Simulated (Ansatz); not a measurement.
Born–Oppenheimer molecular dynamics of CH₆N₂Si₂ (11 atoms, charge 0, multiplicity 1). It starts from a relaxed structure.

All numbers below come from RKS PBE0-D4/STO-3G in Ansatz.

| Property | Result |
| --- | --- |
| ensemble | NVT, Nosé–Hoover chain |
| time step | 1 fs |
| steps asked | 531 |
| set temperature | 200 K |
| thermostat | time constant 3 fs, chain length 1 |
| seed | 194111 |

Frames 2 fs apart, positions in Å.

Velocities at 240.0 fs (Å/ps):

```
N 0.20 1.51 0.05
C -1.06 -4.68 0.88
Si 0.63 -1.19 -0.65
N -2.43 -0.48 3.57
Si 0.81 1.93 -1.25
H 6.61 -1.62 2.07
H 10.62 2.04 12.82
H 5.01 12.90 -23.07
H -4.74 17.02 -6.48
H -6.79 4.44 -0.23
H -7.10 -13.96 7.07
```

```xyz
11
Properties=species:S:1:pos:R:3 time_fs=240.0 energy_less_start_eV=0.345 T=116
N -2.604 1.008 1.023
C -1.639 1.104 0.321
Si -0.172 1.398 -0.709
N 0.592 -0.187 -0.651
Si 0.557 -1.421 0.552
H -0.585 1.688 -2.036
H 0.577 2.500 -0.101
H 1.464 -0.203 -1.203
H -0.751 -1.984 0.574
H 0.870 -1.092 1.944
H 1.607 -2.372 0.244
11
Properties=species:S:1:pos:R:3 time_fs=242.0 energy_less_start_eV=0.376 T=152
N -2.603 1.011 1.022
C -1.643 1.095 0.325
Si -0.170 1.394 -0.709
N 0.588 -0.186 -0.644
Si 0.560 -1.417 0.550
H -0.573 1.692 -2.045
H 0.596 2.499 -0.079
H 1.469 -0.177 -1.250
H -0.770 -1.955 0.559
H 0.851 -1.073 1.935
H 1.585 -2.403 0.253
11
Properties=species:S:1:pos:R:3 time_fs=244.0 energy_less_start_eV=0.349 T=308
N -2.601 1.014 1.022
C -1.651 1.085 0.330
Si -0.166 1.388 -0.708
N 0.589 -0.179 -0.641
Si 0.563 -1.413 0.549
H -0.558 1.713 -2.078
H 0.604 2.476 -0.069
H 1.428 -0.155 -1.275
H -0.803 -1.931 0.540
H 0.824 -1.027 1.912
H 1.540 -2.439 0.249
11
Properties=species:S:1:pos:R:3 time_fs=246.0 energy_less_start_eV=0.408 T=328
N -2.603 1.018 1.024
C -1.657 1.076 0.333
Si -0.162 1.378 -0.706
N 0.595 -0.167 -0.642
Si 0.566 -1.409 0.548
H -0.535 1.744 -2.105
H 0.598 2.433 -0.073
H 1.359 -0.148 -1.285
H -0.828 -1.908 0.519
H 0.793 -0.953 1.887
H 1.478 -2.480 0.232
11
Properties=species:S:1:pos:R:3 time_fs=248.0 energy_less_start_eV=0.389 T=246
N -2.610 1.020 1.030
C -1.658 1.070 0.332
Si -0.159 1.368 -0.705
N 0.600 -0.153 -0.643
Si 0.566 -1.407 0.548
H -0.503 1.768 -2.095
H 0.592 2.401 -0.077
H 1.345 -0.164 -1.326
H -0.823 -1.885 0.507
H 0.774 -0.875 1.875
H 1.423 -2.514 0.212
11
Properties=species:S:1:pos:R:3 time_fs=250.0 energy_less_start_eV=0.375 T=150
N -2.617 1.021 1.035
C -1.657 1.069 0.328
Si -0.159 1.360 -0.704
N 0.606 -0.142 -0.645
Si 0.564 -1.405 0.547
H -0.474 1.780 -2.058
H 0.595 2.398 -0.071
H 1.365 -0.196 -1.377
H -0.801 -1.870 0.507
H 0.770 -0.818 1.868
H 1.391 -2.535 0.195
11
Properties=species:S:1:pos:R:3 time_fs=252.0 energy_less_start_eV=0.377 T=107
N -2.622 1.022 1.040
C -1.657 1.070 0.326
Si -0.159 1.353 -0.703
N 0.616 -0.136 -0.651
Si 0.561 -1.403 0.547
H -0.454 1.787 -2.025
H 0.601 2.416 -0.058
H 1.360 -0.233 -1.390
H -0.786 -1.867 0.517
H 0.777 -0.786 1.857
H 1.378 -2.541 0.184
11
Properties=species:S:1:pos:R:3 time_fs=254.0 energy_less_start_eV=0.332 T=151
N -2.624 1.022 1.041
C -1.662 1.073 0.327
Si -0.160 1.348 -0.700
N 0.632 -0.134 -0.660
Si 0.557 -1.400 0.547
H -0.446 1.798 -2.017
H 0.599 2.434 -0.045
H 1.331 -0.271 -1.376
H -0.792 -1.876 0.538
H 0.795 -0.777 1.839
H 1.379 -2.533 0.181
11
Properties=species:S:1:pos:R:3 time_fs=256.0 energy_less_start_eV=0.262 T=259
N -2.624 1.021 1.041
C -1.670 1.078 0.329
Si -0.160 1.344 -0.695
N 0.651 -0.135 -0.669
Si 0.552 -1.395 0.546
H -0.452 1.812 -2.034
H 0.578 2.442 -0.038
H 1.324 -0.319 -1.389
H -0.814 -1.896 0.570
H 0.825 -0.786 1.820
H 1.394 -2.511 0.183
11
Properties=species:S:1:pos:R:3 time_fs=258.0 energy_less_start_eV=0.218 T=294
N -2.623 1.020 1.041
C -1.681 1.086 0.331
Si -0.161 1.341 -0.690
N 0.671 -0.141 -0.677
Si 0.545 -1.390 0.544
H -0.467 1.822 -2.054
H 0.541 2.434 -0.035
H 1.346 -0.372 -1.442
H -0.830 -1.916 0.610
H 0.867 -0.805 1.812
H 1.421 -2.479 0.191
11
Properties=species:S:1:pos:R:3 time_fs=260.0 energy_less_start_eV=0.219 T=206
N -2.625 1.019 1.042
C -1.687 1.094 0.331
Si -0.161 1.339 -0.685
N 0.692 -0.149 -0.685
Si 0.538 -1.386 0.542
H -0.481 1.817 -2.049
H 0.506 2.425 -0.030
H 1.345 -0.403 -1.476
H -0.824 -1.926 0.648
H 0.910 -0.825 1.819
H 1.451 -2.447 0.199
11
Properties=species:S:1:pos:R:3 time_fs=262.0 energy_less_start_eV=0.191 T=152
N -2.630 1.017 1.045
C -1.689 1.101 0.328
Si -0.162 1.338 -0.683
N 0.710 -0.158 -0.692
Si 0.532 -1.382 0.541
H -0.493 1.800 -2.022
H 0.486 2.428 -0.017
H 1.313 -0.407 -1.479
H -0.803 -1.926 0.675
H 0.943 -0.843 1.831
H 1.476 -2.423 0.205
```

Of the whole run (531 fs, mean temperature of the second half 201 K): The conserved energy stayed within 1.3 meV per atom of its start (net change 0.29 meV per atom), so the integration is sound. A run of 0.53 ps of so small a system gives no equilibrium averages. Limits of this set-up: minimal basis.

The run took 20 min on 1 thread of Intel(R) Xeon(R) Platinum 8175M CPU @ 2.50GHz (Skylake/Cascade Lake), on a shared host, peak memory 0.12 GiB.
